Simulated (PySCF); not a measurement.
Ge(OH)2 (GeH2O2), SMILES [OH][Ge][OH] (connectivity only; charge and spin as stated), neutral, multiplicity 1. Heavy atoms are numbered as in [Ge:1]([OH:2])[OH:4]. Hydrogens are named by the atom that carries them.

The structure is a stationary point at PBE-D3(BJ)/def2-TZVP. Other conformers were not sampled.

Method: B3LYP/pcSseg-2 run with PySCF.

GIAO shieldings, no solvent; atoms alike by connectivity are averaged. δ = σ(ref) − σ: ⁷³Ge against GeH4 (σ = 1629.1 ppm); ¹⁷O against H2O (σ = 325.5 ppm); ¹H against TMS (σ = 31.68 ppm), references at their B3LYP-D3(BJ)/def2-TZVP geometries, non-relativistic.

```
nucleus    atoms  count  δ (ppm)
-------  -------  -----  -------
⁷³Ge         Ge1      1    630.1
¹⁷O      O2 (OH)      2    269.3
¹H       H on O2      2     6.14
```
